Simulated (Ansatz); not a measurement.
Two isomers of C2H4BN: A = `CC1=NB1`, B = `BN=C=C`.

Isolated molecules relaxed with PBE0-D4/def2-TZVP in Ansatz; ΔE leaves out vibrations. CCSD(T)/CBS adds triple-zeta CCSD(T) − MP2 to the extrapolated MP2 energy (def2 sets, frozen cores). Functionals use def2-TZVPP. B3LYP here is the variant with VWN-RPA as its local correlation; programs differ in this.

A:

```xyz
8

C    -0.896    0.467   -0.607
C     0.260   -0.055    0.136
N     1.436    0.448    0.399
B     1.178   -0.856    0.912
H    -1.764    0.511    0.055
H    -0.693    1.458   -1.017
H    -1.157   -0.223   -1.413
H     1.636   -1.749    1.535
```

B:

```xyz
8

B    -1.149    0.688   -1.408
N    -0.334    0.200   -0.409
C     0.373   -0.223    0.457
C     1.146   -0.687    1.405
H    -0.740    0.686   -2.530
H    -2.232    1.094   -1.112
H     2.133   -1.061    1.167
H     0.803   -0.698    2.430
```

Question: Which is lower in electronic energy at CCSD(T)/CBS, and by how much? (Estimate.)

Answer: The calculation gave: B, by 15.0 kJ/mol.

Question: Give E(B) − E(A) in kJ/mol with CCSD/def2-TZVPP, PBE-D4, CCSD(T)/def2-SVP, PBE0-D4, ωB97M-V, HF/def2-TZVPP, B3LYP-D4. (Best estimate.)

Answer: The calculation gave: CCSD/def2-TZVPP -13.5, PBE-D4 -39.1, CCSD(T)/def2-SVP -14.8, PBE0-D4 -20.3, ωB97M-V -10.8, HF/def2-TZVPP -11.8, B3LYP-D4 -43.6. None reverses the order clearly.

Question: Does the order hold for the free energy at 298.15 K (harmonic terms from PBE0-D4)? (Best estimate.)

Answer: The calculation gave: Yes: G(B) − G(A) = -20.4 kJ/mol.

Largest T1 diagnostic: 0.017.

Leaving LDA and LC-ωPBE aside and taking each functional with its dispersion term where it has one, the values, not all of them listed here, spread over 55.3 kJ/mol, from BLYP-D4 to ωB97X-V. From PBE to PBE0 (25 % exact exchange), in def2-TZVPP and without D4, E(B) − E(A) moves by +19.0 kJ/mol.
